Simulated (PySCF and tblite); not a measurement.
Values are calculated unless marked as measured or tabulated.
C6H5BrO, numbered as in [OH:1][c:2]1[cH:3][cH:4][cH:5][cH:6][c:7]1[Br:8]. Conformers came from 90 starts (ETKDG and KDG, MMFF94s, GFN2-xTB); geometries are PBE0-D3(BJ)/def2-SVP. Energies: PBE0-D3(BJ)/def2-TZVP (IEF-PCM, chloroform), with GFN2-xTB thermal terms (modes under about 100 cm⁻¹ blended into free rotors). Symmetry numbers and mirror images are counted. Conformers within 3 kcal/mol (GFN2-xTB free energy) were kept, 8 at most. GIAO shieldings: wB97X-D/pcSseg-1 (IEF-PCM, chloroform). Shifts are against TMS (¹H), TMS (¹³C) at the same level. (PySCF 2.14, tblite 0.8.)

Torsions listed: H1–O1–C2–C3.

| conformer | shape | point group | mirror pair | ΔE(DFT) | Δ(G−E) at 323.15 K | δ H3 (ppm) |
| --- | --- | --- | --- | --- | --- | --- |
| 1 | -179° | Cs | no | 0.00 | 0.00 | 7.29 |
| 2 | 0° | Cs | no | 1.55 | -0.04 | 6.98 |

Energies in kcal/mol; the thermal term leaves out symmetry numbers and mirror images.

(1) Work out the weights at 323.15 K and the ¹H shift of H3 under fast exchange.

Spin–orbit effects of the heavy atoms on shieldings are missing.

Results:

(1) RT = 0.642 kcal/mol. Each conformer gets RT ln(σ/g), with σ the rotational symmetry number and g = 2 for a mirror pair: 1: σ = 1, g = 1, G = 0.00 + 0.00 + 0.00 = 0.00, 0.00 above the lowest, exp(−ΔG/RT) = 1.000; 2: σ = 1, g = 1, G = 1.55 − 0.04 + 0.00 = 1.52, 1.52 above the lowest, exp(−ΔG/RT) = 0.094. The sum is 1.094, so the weights are 91.4, 8.6 %. The averaged shift is 7.26 ppm. At 298.15 K it is 7.27 ppm. At 298.15 K the leading conformer alone gives 7.29 ppm and bare DFT energies give 7.27 ppm.
